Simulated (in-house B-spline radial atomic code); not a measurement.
Radial electron density of Mg, [Ne] 3s2. Level of theory: scalar-relativistic (X2C) HSE06, spin-polarised, spherical fractional occupations, Fermi nucleus of rms radius 3.057 fm; calculated with a B-spline radial code for spherical atoms.

Columns: r (bohr), 4πr²n(r) (electrons per bohr), bar.

```
 0.00513   0.3428 #
 0.00618   0.4816 ##
 0.00745   0.6743 ##
 0.00899   0.9402 ###
  0.0108    1.292 ####
  0.0131    1.788 ######
  0.0158    2.426 ########
   0.019    3.234 ###########
  0.0229    4.262 ##############
  0.0276    5.513 ##################
  0.0333    6.981 #######################
  0.0402    8.607 ############################
  0.0485    10.26 ##################################
  0.0585    11.76 #######################################
  0.0705    12.87 ##########################################
   0.085    13.35 ############################################
   0.103       13 ###########################################
   0.124    11.87 #######################################
   0.149    10.25 ##################################
    0.18    8.585 ############################
   0.217    7.539 #########################
   0.261    7.508 #########################
   0.315    8.484 ############################
    0.38    9.924 #################################
   0.458    10.98 ####################################
   0.553    10.92 ####################################
   0.667     9.54 ###############################
   0.804    7.224 ########################
   0.969    4.709 ################
    1.17    2.645 #########
    1.41    1.392 #####
     1.7   0.8559 ###
    2.05   0.7399 ##
    2.47   0.7368 ##
    2.98   0.6693 ##
     3.6   0.5043 ##
    4.34   0.3011 #
    5.23   0.1402 
     6.3  0.04992 
     7.6  0.01265 
    9.17 0.002173 
    11.1 0.0002241
```

On this grid the curve has 2 maxima, near 0.085, 0.458 bohr.

The 2p up radial function P(r) = rR(r), positive near the nucleus:

```
r (bohr)         P
 0.00513  0.001422
 0.00745  0.002922
  0.0108  0.005959
  0.0158   0.01228
  0.0229   0.02459
  0.0333   0.04869
  0.0485   0.09427
  0.0705    0.1754
   0.103    0.3126
   0.149     0.512
   0.217    0.7699
   0.315      1.02
   0.458     1.151
   0.667     1.058
   0.969    0.7564
    1.41    0.3918
    2.05    0.1334
    2.98   0.02582
    4.34  0.002292
```
